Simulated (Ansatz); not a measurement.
Computed with Ansatz on PBE0-D4/def2-TZVP structures; ΔE is electronic, products minus reactants. CBS: MP2 limit from def2 TZ/QZ plus the TZ coupled-cluster correction, frozen cores. This one scheme is used for every species. Functionals use def2-TZVPP. B3LYP here is the variant with VWN-RPA as its local correlation; programs differ in this. def2 core potentials past Kr. For Sn outer-core shells are correlated without core-valence functions, which leaves a few kJ/mol of doubt a bond.

Reaction (substitution at a C–Sn bond): `N#[C][Sn]([C]#N)([C]#N)[C]#N` + CH₃SH → `CSC#N` + `N#[C][SnH]([C]#N)[C]#N`

`N#[C][Sn]([C]#N)([C]#N)[C]#N`:

```xyz
9

N    -1.612   -2.773   -0.324
C    -1.036   -1.783   -0.209
Sn    0.000    0.000    0.000
C     1.923   -0.392    0.666
N     2.992   -0.608    1.034
C    -0.975    1.208    1.374
N    -1.517    1.877    2.137
C     0.087    0.967   -1.831
N     0.136    1.504   -2.847
```

CH₃SH:

Z-matrix (Å, degrees):
```
C
S 1 1.806
H 1 1.089 2 111.5
H 1 1.089 2 111.5 3 -123.8
H 1 1.090 2 106.2 3 118.1
H 2 1.342 1 97.1 3 61.9
```

`CSC#N`:

```xyz
7

C     0.545    0.707    0.366
S    -1.092   -0.031    0.589
C    -1.020   -1.225   -0.590
N    -1.000   -2.055   -1.393
H     1.324   -0.026    0.565
H     0.601    1.511    1.100
H     0.643    1.118   -0.637
```

`N#[C][SnH]([C]#N)[C]#N`:

Cartesian coordinates in Å:
```
N -1.521 0.421 2.647
C -0.931 0.111 1.708
Sn 0.144 -0.508 0.032
C 1.789 0.763 -0.129
N 2.718 1.437 -0.217
C -1.065 -0.137 -1.626
N -1.732 0.035 -2.549
H 0.600 -2.123 0.134
```

Problem. Is it downhill or uphill in electronic energy at CCSD(T)/CBS, and by how much? (Estimate.)

Solution. Computed: Uphill: ΔE = +3.8 kcal/mol.

Problem. What do these levels give: revPBE-D4, PBE0-D4, r2SCANh-D4, r2SCAN0-D4, B2PLYP, B3LYP, r2SCANh, r2SCAN0, RPA@PBE/def2-TZVPP, HF/def2-SVP, HF/def2-TZVPP, CCSD/CBS(def2)? (Estimate.)

Solution. The calculation gave: revPBE-D4 -2.0, PBE0-D4 -1.1, r2SCANh-D4 -1.2, r2SCAN0-D4 -0.8, B2PLYP 1.3, B3LYP -0.4, r2SCANh -1.3, r2SCAN0 -0.9, RPA@PBE/def2-TZVPP 4.7, HF/def2-SVP 3.8, HF/def2-TZVPP 3.4, CCSD/CBS(def2) 4.1 kcal/mol.

Largest T1 diagnostic among the species: 0.015.

From BLYP to BHLYP (50 % exact exchange), in def2-TZVPP and without D4, ΔE moves by +1.8 kcal/mol. Leaving LDA and LC-ωPBE aside and taking each functional with its dispersion term where it has one, the values, not all of them listed here, spread over 3.6 kcal/mol, from PBE-D4 to ωB97M-V. LDA lies −3.0 kcal/mol from PBE without D4.
